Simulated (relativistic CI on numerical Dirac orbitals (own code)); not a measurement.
## Gd⁹⁺: q coefficients and field-shift factors

Method of calculation: Dirac-Coulomb-Breit CI, orbitals from a KLI potential per configuration, derivatives by finite differences, unscaled Slater integrals, QED left out (own radial code, finite nucleus).

Configurations in the expansion (outside the closed core [Kr] 4d10 5s2): 4f5 5p2. The list is cut by size and lacks configurations that can hold low levels.

With x = (α/α₀)² − 1 an excitation energy changes as ω = ω₀ + qx; K = 2q/ω₀ is the relative enhancement. Terms are leading LS components, so labels can repeat. The field-shift factor is F = δν/δ⟨r²⟩ for the transition from the lowest level.

Lowest level 4f5 5p2 8I°_5/2.

| Level | ω₀ (cm⁻¹) | q (cm⁻¹) | K | F (GHz/fm²) |
| --- | --- | --- | --- | --- |
| 4f5 5p2 8I°_7/2 | 2131.4 | 3073 | 2.88 | -0.0106 |
| 4f5 5p2 8I°_9/2 | 4614.0 | 6139 | 2.66 | -0.0183 |
| 4f5 5p2 8H°_11/2 | 7377.5 | 8839 | 2.4 | -0.0163 |
| 4f5 5p2 8H°_13/2 | 10448.7 | 10880 | 2.08 | 0.00929 |
| 4f5 5p2 8G°_1/2 | 10502.9 | 5152 | 0.981 | -0.00995 |
| 4f5 5p2 8G°_3/2 | 10947.0 | 4753 | 0.868 | 0.01 |
| 4f5 5p2 8G°_5/2 | 11956.0 | 4690 | 0.785 | 0.0415 |
| 4f5 5p2 8H°_15/2 | 13949.8 | 11750 | 1.69 | 0.0875 |
| 4f5 5p2 8G°_7/2 | 13990.8 | 6413 | 0.917 | 0.082 |
| 4f5 5p2 8G°_9/2 | 16757.0 | 8676 | 1.04 | 0.137 |
| 4f5 5p2 8D°_11/2 | 19750.6 | 10950 | 1.11 | 0.187 |
| 4f5 5p2 4G°_5/2 | 28259.6 | -98.86 | -0.007 | 0.257 |
| 4f5 5p2 6G°_3/2 | 29590.0 | 13550 | 0.916 | -0.668 |
| 4f5 5p2 6N°_15/2 | 31559.4 | -1659 | -0.105 | 0.491 |
| 4f5 5p2 8H°_3/2 | 32243.3 | 43440 | 2.69 | -3.07 |
| 4f5 5p2 6G°_7/2 | 32892.3 | 4942 | 0.301 | 0.286 |
| 4f5 5p2 8H°_5/2 | 33402.8 | 52510 | 3.14 | -3.78 |
| 4f5 5p2 6K°_9/2 | 33581.5 | 2039 | 0.121 | 0.474 |
| 4f5 5p2 6K°_11/2 | 34335.8 | 1443 | 0.0841 | 0.482 |
| 4f5 5p2 4K°_13/2 | 34558.8 | 806.4 | 0.0467 | 0.457 |
| 4f5 5p2 6N°_17/2 | 35702.3 | 2611 | 0.146 | 0.535 |
| 4f5 5p2 8H°_7/2 | 35841.8 | 55150 | 3.08 | -3.86 |
| 4f5 5p2 8D°_5/2 | 36226.7 | 6174 | 0.341 | 0.0865 |

At this charge energies of transitions that change n are usually good to better than 1 %, and those within a shell (Δn = 0) to a few per cent. Terms inside the open d or f shell come out 10 to 20 % too wide with unscaled integrals. Levels and lines within the n = 5 or 6 shells can be off by up to 10 % or somewhat more, and those that change n by about 2 %, since core polarisation is missing.
